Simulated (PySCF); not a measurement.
## Peak assignment

Bonds (- single, = double, # triple, : aromatic): N1-Si2, Si2-C3, C3-O4, O4-Si5, Si5-Si6, Si6-N7, N7-Si2. N1 carries H8, H9; Si2 carries H10; C3 carries H11, H12; Si5 carries H13, H14; Si6 carries H15, H16; N7 carries H17. Stereochemistry as in N[Si@H]1CO[SiH2][SiH2]N1. H11, H14, H16 are cis to N1 on the ring; H12, H13, H15 are trans to N1 on the ring.

No relativistic terms, averaged over atoms made equivalent by symmetry, fast rotation or ring inversion, gas phase, one conformer. Coordinates at the GFN2-xTB level; σ from GIAO-PBE0/pcSseg-1; PySCF 2.14.

Shifts are taken against calculated references (same method and geometry level): 1H against TMS.

Question: Assign these signals to the numbered atoms. 1H NMR (500 MHz, computed): δ 5.58 (m, 1H), 5.49 (m, 1H), 5.25 (m, 1H), 5.24 (m, 1H), 5.03 (m, 1H), 3.80 (m, 1H), 3.68 (m, 1H), 0.08 (br s, 2H), -0.43 (br s, 1H).

Answer: 
| δ (ppm) | atoms | environment | reason |
| --- | --- | --- | --- |
| 5.58 | H10 | hydrogen on a silicon bonded to C, 2 N, in a 6-membered ring | – |
| 5.49 | H14 | hydrogen on a silicon bonded to O, Si, in a 6-membered ring | – |
| 5.25 | H13 | hydrogen on a silicon bonded to O, Si, in a 6-membered ring | – |
| 5.24 | H15 | hydrogen on a silicon bonded to N, Si, in a 6-membered ring | – |
| 5.03 | H16 | hydrogen on a silicon bonded to N, Si, in a 6-membered ring | – |
| 3.80 | H12 | hydrogen on an sp3 CH2 bonded to O and Si | its carbon carries O, an electronegative neighbour |
| 3.68 | H11 | hydrogen on an sp3 CH2 bonded to O and Si | – |
| 0.08 | H8/H9 | hydrogen on a nitrogen bonded to Si | labile proton, position sensitive to the medium |
| -0.43 | H17 | hydrogen on a nitrogen bonded to 2 Si, in a 6-membered ring | exchangeable; this is the value without hydrogen bonding to other molecules |

H10 and H14; H13 and H15 lie closer than the usual error of such a calculation, so a measured spectrum could show them in the other order.

Exchangeable OH/NH protons stand at their gas-phase positions; hydrogen bonding in a real sample shifts them, mostly to higher δ. No couplings were computed; multiplicities are counted from neighbouring protons, with m where these are inequivalent, close in shift, in a saturated or five-membered ring or joined by F or P, and br s for small geminal =CH2 splittings.
